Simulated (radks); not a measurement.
Results of a calculation; reference values are marked as such.
Minus the highest occupied eigenvalue as an estimate of the ionisation energy, Pb40+ to Pb59+. The LB94 potential has the -1/r tail that LDA and GGA lack but no energy functional. Code: a radial shooting solver on a logarithmic mesh with Libxc functionals. Model: scalar-relativistic Kohn-Sham, LB94 model potential, spin-polarised, spherical densities, finite nucleus; open shells are filled with parallel spins first (spin-orbit coupling, left out, can overturn this in heavy ions); Fermi nuclear charge, rms radius 5.5012 fm.

| species | configuration | HOMO | -e(HOMO) (eV) | <r> (bohr) | IE, NIST (eV) | kind |
|---|---|---|---|---|---|---|
| Pb40+ | [Kr] 4d6 | 4d down | 1953.8 | 0.370 | 1945 | theory |
| Pb41+ | [Kr] 4d5 | 4d up | 2024.0 | 0.368 | 2004 | theory |
| Pb42+ | [Kr] 4d4 | 4d up | 2086.4 | 0.365 | 2101 | theory |
| Pb43+ | [Kr] 4d3 | 4d up | 2149.4 | 0.363 | 2163 | theory |
| Pb44+ | [Kr] 4d2 | 4d up | 2212.9 | 0.360 | 2230 | theory |
| Pb45+ | [Kr] 4d1 | 4d up | 2277.1 | 0.358 | 2292 | theory |
| Pb46+ | [Kr] | 4p | 2593.1 | 0.359 | 2543 | theory |
| Pb47+ | [Ar] 3d10 4s2 4p5 | 4p down | 2657.8 | 0.357 | 2605 | theory |
| Pb48+ | [Ar] 3d10 4s2 4p4 | 4p down | 2723.0 | 0.354 | 2671 | theory |
| Pb49+ | [Ar] 3d10 4s2 4p3 | 4p up | 2794.4 | 0.353 | 2735 | theory |
| Pb50+ | [Ar] 3d10 4s2 4p2 | 4p up | 2860.5 | 0.351 | 2965 | theory |
| Pb51+ | [Ar] 3d10 4s2 4p1 | 4p up | 2927.1 | 0.349 | 3036 | theory |
| Pb52+ | [Ar] 3d10 4s2 | 4s | 3240.9 | 0.337 | 3211 | theory |
| Pb53+ | [Ar] 3d10 4s1 | 4s up | 3312.3 | 0.336 | 3282 | semi-emp. |
| Pb54+ | [Ar] 3d10 | 3d | 5440.6 | 0.155 | 5414 | theory |
| Pb55+ | [Ar] 3d9 | 3d down | 5586.7 | 0.154 | 5555 | theory |
| Pb56+ | [Ar] 3d8 | 3d down | 5734.0 | 0.153 | 5703 | theory |
| Pb57+ | [Ar] 3d7 | 3d down | 5882.4 | 0.152 | 5862 | theory |
| Pb58+ | [Ar] 3d6 | 3d down | 6031.7 | 0.151 | 6015 | theory |
| Pb59+ | [Ar] 3d5 | 3d up | 6213.8 | 0.149 | 6162 | theory |

Reference values: NIST Atomic Spectra Database (exp. = measured, semi-emp. = semi-empirical, theory = theoretical value adopted there). Open shells are spherical and high-spin; term and fine-structure splittings are not resolved. Spin-orbit splitting is averaged out at the scalar-relativistic level.
